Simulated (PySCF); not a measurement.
A geometry optimisation, step by step.

Compound: C₃H₇ClOSi.
SMILES with atom numbers: `[CH3:1]/[CH:2]=[C:3](\[Cl:4])[O:5][SiH3:6]` (hydrogens: H7, H8, H9 on C1; H10 on C2; H11, H12, H13 on Si6)

Method: PySCF, PBE0-D3(BJ)/def2-SVP geometry optimisation, gas phase; density fitting, grid level 1; the optimiser is geomeTRIC in internal coordinates, started from a GFN2-xTB structure with every atom displaced at random (about 0.01 Å). The frame can shift and turn from step to step; on so coarse a grid that alone can change the energy by a few meV, and forces under 0.02 eV/Å are noise.

Step 0: E = -25648.8702 eV, largest atomic force 1.919 eV/Å
```
atom  x, y, z in Å  |  force x, y, z in eV/Å
C1      2.524    0.062   -0.021   -1.603   1.055   0.015
C2      1.158   -0.492    0.279    0.510   0.266  -0.183
C3     -0.031    0.044   -0.036    1.589  -0.232   0.162
Cl4    -0.104    1.566   -0.876   -0.357   0.333  -0.207
O5     -1.175   -0.526    0.264    0.653  -0.359   0.251
Si6    -2.723   -0.042   -0.004   -0.531   0.116   0.192
H7      3.069    0.247    0.898    0.395  -0.019   0.499
H8      3.092   -0.602   -0.644    0.585  -0.636  -0.554
H9      2.413    1.038   -0.533    0.213  -0.278   0.031
H10     1.139   -1.434    0.816   -0.278  -0.322   0.149
H11    -2.974    0.066   -1.429   -0.275   0.020  -0.768
H12    -3.369   -1.183    0.627   -0.736  -0.296   0.164
H13    -3.014    1.239    0.649   -0.164   0.352   0.249
```

Step 1: E = -25649.0422 eV, largest atomic force 0.331 eV/Å
```
atom  x, y, z in Å  |  force x, y, z in eV/Å
C1      3.203    0.538    0.184    0.259  -0.193  -0.056
C2      1.892   -0.087    0.494   -0.099  -0.023   0.033
C3      0.685    0.396    0.186   -0.323   0.068  -0.016
Cl4     0.465    1.917   -0.672    0.079  -0.069   0.031
O5     -0.463   -0.213    0.497   -0.090  -0.066   0.015
Si6    -2.072    0.257    0.234    0.210   0.028  -0.068
H7      3.781    0.727    1.106   -0.029  -0.009  -0.061
H8      3.823   -0.129   -0.450   -0.112   0.136   0.136
H9      3.083    1.490   -0.345   -0.016   0.079  -0.033
H10     1.866   -1.040    1.033    0.017   0.044  -0.032
H11    -2.357    0.350   -1.228    0.009   0.041   0.055
H12    -2.894   -0.827    0.831    0.094  -0.052   0.031
H13    -2.362    1.542    0.929    0.001   0.018  -0.035
```

Step 2: E = -25649.0483 eV, largest atomic force 0.138 eV/Å
```
atom  x, y, z in Å  |  force x, y, z in eV/Å
C1      3.201    0.539    0.184    0.002   0.004  -0.033
C2      1.883   -0.080    0.495   -0.022  -0.107   0.078
C3      0.672    0.392    0.189    0.042   0.110  -0.072
Cl4     0.476    1.909   -0.678   -0.085  -0.005   0.002
O5     -0.471   -0.223    0.497    0.040  -0.017  -0.002
Si6    -2.069    0.259    0.230    0.024  -0.009   0.005
H7      3.777    0.730    1.105   -0.013   0.003   0.003
H8      3.817   -0.128   -0.442   -0.025   0.009   0.016
H9      3.085    1.492   -0.349    0.001  -0.002   0.009
H10     1.862   -1.031    1.036    0.021  -0.018   0.007
H11    -2.355    0.366   -1.227   -0.001   0.028   0.005
H12    -2.867   -0.843    0.828    0.015  -0.009   0.005
H13    -2.361    1.541    0.931   -0.001   0.014  -0.024
```

Step 3: E = -25649.0479 eV, largest atomic force 0.147 eV/Å
```
atom  x, y, z in Å  |  force x, y, z in eV/Å
C1      3.195    0.539    0.188   -0.069   0.059   0.013
C2      1.879   -0.084    0.498    0.068   0.117  -0.056
C3      0.672    0.394    0.181    0.051  -0.018   0.011
Cl4     0.442    1.903   -0.688    0.095  -0.009   0.009
O5     -0.464   -0.229    0.491   -0.058  -0.082   0.023
Si6    -2.056    0.261    0.228   -0.075  -0.021   0.039
H7      3.768    0.735    1.109    0.013   0.013   0.027
H8      3.813   -0.127   -0.432    0.044  -0.048  -0.050
H9      3.077    1.491   -0.349   -0.001  -0.029   0.018
H10     1.857   -1.033    1.041   -0.013  -0.003  -0.001
H11    -2.346    0.383   -1.226   -0.015   0.005  -0.020
H12    -2.841   -0.851    0.825   -0.030   0.012  -0.008
H13    -2.345    1.541    0.933   -0.010   0.003  -0.005
```

Step 4: E = -25649.0497 eV, largest atomic force 0.043 eV/Å
```
atom  x, y, z in Å  |  force x, y, z in eV/Å
C1      3.194    0.543    0.187    0.001   0.003   0.012
C2      1.882   -0.087    0.500    0.008   0.040  -0.015
C3      0.673    0.387    0.184    0.015   0.001   0.003
Cl4     0.462    1.899   -0.686   -0.002  -0.006   0.003
O5     -0.467   -0.233    0.492   -0.002  -0.026  -0.006
Si6    -2.061    0.260    0.228   -0.020  -0.009   0.021
H7      3.768    0.742    1.107    0.004   0.005   0.007
H8      3.815   -0.122   -0.435    0.014  -0.012  -0.013
H9      3.069    1.493   -0.350    0.002  -0.011   0.007
H10     1.865   -1.037    1.043   -0.002   0.003  -0.003
H11    -2.350    0.384   -1.227   -0.005   0.004  -0.007
H12    -2.854   -0.847    0.822   -0.009   0.005  -0.004
H13    -2.348    1.541    0.933   -0.003   0.003  -0.005
```

Step 5: E = -25649.0494 eV, largest atomic force 0.093 eV/Å
```
atom  x, y, z in Å  |  force x, y, z in eV/Å
C1      3.203    0.542    0.190   -0.027   0.017  -0.024
C2      1.883   -0.074    0.492   -0.022  -0.076   0.049
C3      0.671    0.392    0.178    0.026   0.051  -0.017
Cl4     0.452    1.903   -0.692    0.008  -0.004   0.000
O5     -0.468   -0.232    0.488    0.017  -0.011  -0.015
Si6    -2.066    0.254    0.231    0.017   0.006   0.002
H7      3.772    0.737    1.115   -0.012  -0.002  -0.005
H8      3.824   -0.130   -0.428   -0.018   0.011   0.013
H9      3.093    1.493   -0.348   -0.001   0.020  -0.011
H10     1.861   -1.024    1.036    0.002  -0.013   0.006
H11    -2.361    0.380   -1.224    0.001   0.001   0.004
H12    -2.859   -0.853    0.824    0.008  -0.003   0.001
H13    -2.355    1.534    0.936    0.001   0.001  -0.003
```

Step 6: E = -25649.0499 eV, largest atomic force 0.042 eV/Å
```
atom  x, y, z in Å  |  force x, y, z in eV/Å
C1      3.199    0.543    0.189   -0.005   0.006  -0.010
C2      1.883   -0.080    0.496   -0.004  -0.033   0.025
C3      0.672    0.389    0.180    0.004   0.032  -0.007
Cl4     0.457    1.900   -0.690    0.001  -0.004   0.000
O5     -0.467   -0.234    0.488    0.002  -0.016  -0.013
Si6    -2.064    0.256    0.230    0.007   0.006   0.004
H7      3.769    0.741    1.112   -0.005   0.000  -0.002
H8      3.821   -0.125   -0.430   -0.007   0.006   0.006
H9      3.081    1.494   -0.349   -0.001   0.008  -0.004
H10     1.863   -1.029    1.040    0.001  -0.003   0.000
H11    -2.357    0.383   -1.225    0.000   0.000   0.002
H12    -2.859   -0.851    0.822    0.005  -0.002   0.001
H13    -2.351    1.536    0.936    0.001   0.001  -0.002
```

Step 7: E = -25649.0500 eV, largest atomic force under 0.02 eV/Å
```
atom  x, y, z in Å  |  force x, y, z in eV/Å
C1      3.196    0.547    0.191    0.000   0.000   0.001
C2      1.883   -0.082    0.498   -0.002   0.002   0.003
C3      0.673    0.385    0.178    0.004   0.008   0.007
Cl4     0.458    1.895   -0.694   -0.001  -0.003  -0.001
O5     -0.466   -0.239    0.484    0.000  -0.012  -0.015
Si6    -2.062    0.255    0.228   -0.002   0.004   0.006
H7      3.765    0.749    1.114    0.000   0.001   0.001
H8      3.822   -0.120   -0.426    0.001   0.001   0.001
H9      3.075    1.495   -0.349    0.000   0.001   0.000
H10     1.865   -1.031    1.043    0.000   0.000  -0.001
H11    -2.357    0.388   -1.225    0.000  -0.002   0.000
H12    -2.857   -0.853    0.819    0.000  -0.001   0.000
H13    -2.346    1.533    0.939    0.001   0.000  -0.001
```

Task: Summarise the path.

Result: The energy falls by 17.35 kJ/mol from step 0 to step 7; nine tenths of that is first reached at step 1. It rises by more than 0.2 meV at steps 3 and 5. The largest force goes from 1.919 to under 0.02 eV/Å. Among the bonds O5–Si6 changes most, from 1.644 to 1.690 Å; the atoms move by 0.075 Å rms after alignment.

What follows is the cost of the whole optimisation. Hardware: one thread of an Arm Neoverse V2, shared host with 96 logical CPUs at a one-minute load of 39. Cost: 48 s of wall time, 0.55 GiB resident at most.
